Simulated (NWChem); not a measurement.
A series in which one site is exchanged, each optimised at PBE0/def2-SVP with NWChem, gas phase unless a solvent is named. Some are not confirmed as minima by frequencies. def2 effective core potentials on Ag; no spin-orbit coupling.

A: [O+]#[C-]->[AgH] (CHAgO; site = H)
B: [O+]#[C-]->[Ag][F] (CAgFO; site = F)
C: [O+]#[C-]->[Ag][Br] (CAgBrO; site = Br)
D: [O+]#[C-]->[Ag][Cl] (CAgClO; site = Cl)

```csv
quantity,A,B,C,D
"dipole (D), PBE0/def2-SVP",4.13,5.18,[?],5.57
"orbital gap (eV), PBE0/def2-SVP",4.32,5.70,[?],4.85
"vertical ionisation energy, ΔSCF, PBE0/def2-SVP (eV)",8.94,10.53,[?],10.42
"static polarisability, PBE0/def2-SVPD (bohr³)",48.3,40.4,[?],58.3
"lowest singlet excitation, PBE0/def2-SVPD, TDA (eV)",3.16,4.44,[?],3.91
```

Problem. Fill in the missing entries.

Solution. 
- dipole (D), PBE0/def2-SVP, C: 5.68
- orbital gap (eV), PBE0/def2-SVP, C: 4.48
- vertical ionisation energy, ΔSCF, PBE0/def2-SVP (eV), C: 9.48
- static polarisability, PBE0/def2-SVPD (bohr³), C: 68.5
- lowest singlet excitation, PBE0/def2-SVPD, TDA (eV), C: 3.54
